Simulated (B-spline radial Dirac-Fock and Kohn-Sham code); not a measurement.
**Energy-loss ionisation edge N7 (4f7/2) of Au**

System: the Au atom, configuration [Xe] 4f14 5d10 6s1. These are calculated numbers from a radial finite-basis atomic code; the model is the first Born approximation with generalised oscillator strengths from a Dirac-Hartree-Slater potential (longitudinal and transverse terms; continuum final states only, so no white lines or fine structure). The edge is taken at 83.90 eV (tabulated value).

Input of the calculation (task.json; shells as n, l, electrons):

```json
{"items": [{
  "Z": 79,
  "q": 0,
  "cfg": [[1, 0, 2], [2, 0, 2], [2, 1, 6], [3, 0, 2], [3, 1, 6], [3, 2, 10], [4, 0, 2], [4, 1, 6], [4, 2, 10], [4, 3, 14], [5, 0, 2], [5, 1, 6], [5, 2, 10], [6, 0, 1]],
  "A": 197,
  "rrms": 5.4371,
  "do": "eels",
  "beams": [[60, 10], [60, 20], [60, 100], [80, 20], [80, 50], [100, 20], [100, 50], [100, 100], [120, 10], [120, 20], [200, 10], [200, 20], [300, 20], [300, 50]],
  "edges": {"N7": 83.9}
}]}
```

Run with: `python xray2_run.py task.json out`

Partial cross sections σ(β, Δ) in barn, integrated over a window Δ above the edge and up to the collection semi-angle β, for parallel illumination:

```tsv
E₀ (kV)	β (mrad)	Δ = 25 eV	Δ = 50 eV	Δ = 100 eV	Δ = 200 eV	Δ = 300 eV
60	10	4450	8480	21900	61600	87600
60	20	5640	11300	29100	83700	122000
60	100	6740	14900	38400	108000	162000
80	20	4810	9760	25200	73100	108000
80	50	?	?	?	?	?
100	20	4270	8740	22700	65800	97500
100	50	4680	10200	26600	75600	114000
100	100	4740	10400	27000	76800	116000
120	10	3260	6370	16700	48800	71300
120	20	3880	8020	20800	60500	90100
200	10	2690	5350	14100	41700	61700
200	20	3040	6420	16800	48900	73400
300	20	2590	5540	14500	42500	64200
300	50	2650	5740	15100	43900	66500
```

**Question.** Give the row for 80 kV and 50 mrad.

**Answer.** 5410 b for 25 eV, 11800 b for 50 eV, 30600 b for 100 eV, 86700 b for 200 eV, 130000 b for 300 eV.
